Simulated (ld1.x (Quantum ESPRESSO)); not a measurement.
**Before and after: ultrasoft potential for sulfur**

* Element: S
* Generator: ld1.x (Quantum ESPRESSO) 7.5
* Type: ultrasoft
* Functional: revPBE
* Relativity: non-relativistic
* Frozen core: [Ne]
* Valence charge: 6
* Reference configuration: 3s2 3p2 (charge +2)
* Partial waves: 3s (bound): rcut 1.20, rcutus 1.45 bohr; 3s channel at -1.35 Ry: rcut 1.20, rcutus 1.45 bohr; 3p (bound): rcut 1.35, rcutus 1.80 bohr; 3p channel at -1.65 Ry: rcut 1.35, rcutus 1.80 bohr; 3d channel at 0.5 Ry: rcut 1.35, rcutus 1.50 bohr
* Local potential: all-electron potential smoothed inside 1.10 bohr (lloc = -1)
* Core correction: a·sin(br)/r model core inside 1.05 bohr
* Augmentation charge: built from norm-conserving waves at rcut, not smoothed further

All-electron outer shells of the reference configuration (revPBE, non-relativistic, ld1.x):

| shell | level (eV) | outermost node (bohr) | outermost maximum (bohr) |
| --- | --- | --- | --- |
| 3s | -39.25 | 0.60 | 1.37 |
| 3p | -27.97 | 0.58 | 1.50 |

Change: core correction a·sin(br)/r model core inside 1.72 bohr.

Cutoffs: the cutoffs (Ry, on a coarse ladder) from which the occupation-weighted sum of valence levels, in a spherical-Bessel basis at the reference potential, stays within 10 and 1 mRy of its value at 400 Ry; they do not see the model core or the augmentation charge, which bear on the density cutoff. Errors are all-electron minus pseudo energies relative to the spin-unpolarised reference configuration.

Problem. What does the change do?

Solution. The potential gets neither clearly harder nor softer (18 Ry and 30 Ry → 18 Ry and 30 Ry); of the 7 tests that both files solve, the error grows in 2 and shrinks in 5 by more than 15 % and 0.3 meV (median size 9.1 → 5.6 meV); neither file shows a bound ghost. A wider model core is smoother and lowers the density cutoff, which this test does not measure.

```csv
quantity,base,changed
"cutoff, loose",18 Ry,18 Ry
"cutoff, tight",30 Ry,30 Ry
bound ghosts,none,none
"error for 3s2 3p4, meV [ΔE -34.03 eV]",+8.2,+1.3
"error for 3s2 3p3, meV [ΔE -22.27 eV]",+3.4,+1.3
"error for 3s2 3p1, meV [ΔE 34.02 eV]",+7.8,+5.6
"error for 3s2 3p0, meV [ΔE 80.77 eV]",+45,+37
"error for 3s2 3p4.3, meV [ΔE -35.73 eV]",+9.1,+0.7
"error for 3s1 3p5, meV [ΔE -23.84 eV]",+10,+13
"error for 3s0 3p6, meV [ΔE -13.54 eV]",+9.7,+26
s: phases at 1.96 bohr within 0.05 rad from the reference energy up to (Ry; the scan ends near 5),3.9,3.9
p: phases at 1.96 bohr within 0.05 rad from the reference energy up to (Ry; the scan ends near 5),to the end of the scan,to the end of the scan
d: phases at 1.96 bohr within 0.05 rad from the reference energy up to (Ry; the scan ends near 5),4.0,4.0
lowest overlap eigenvalue by channel,"s 0.34, p 0.78, d 1.00","s 0.34, p 0.78, d 1.00"
```
